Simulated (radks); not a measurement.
Task: These are the eigenvalues of the occupied orbitals of an atom or ion with whole-number occupations (hartree). Calculated with a radial shooting solver on a logarithmic mesh with Libxc functionals: non-relativistic Kohn-Sham, LB94 model potential, spin-polarised, spherical densities, point nucleus.

| orbital | eigenvalue |
|---|---|
| 1s down | -1751.888 |
| 1s up | -1751.867 |
| 2s up | -337.4051 |
| 2s down | -337.3285 |
| 2p up | -324.8896 |
| 2p down | -324.8825 |
| 3s up | -121.8107 |
| 3s down | -121.1987 |
| 3p up | -116.5267 |
| 3p down | -115.8811 |
| 3d up | -107.2647 |
| 3d down | -106.6321 |

Which element is it, and in what charge state? The configuration may be excited. Open shells, if any, are filled with parallel spins first.

Result: Z = 63, europium, charge +39: Eu39+ in [Ar] 3d6. The list shows which subshells hold electrons but not how many an open one holds; the 1s level, -1751.9 hartree, gives Z - s = 59.2 by -(Z - s)^2/2, which with screening narrows Z to a few neighbours, and the depths of the outer levels then fix element, charge and occupations together.
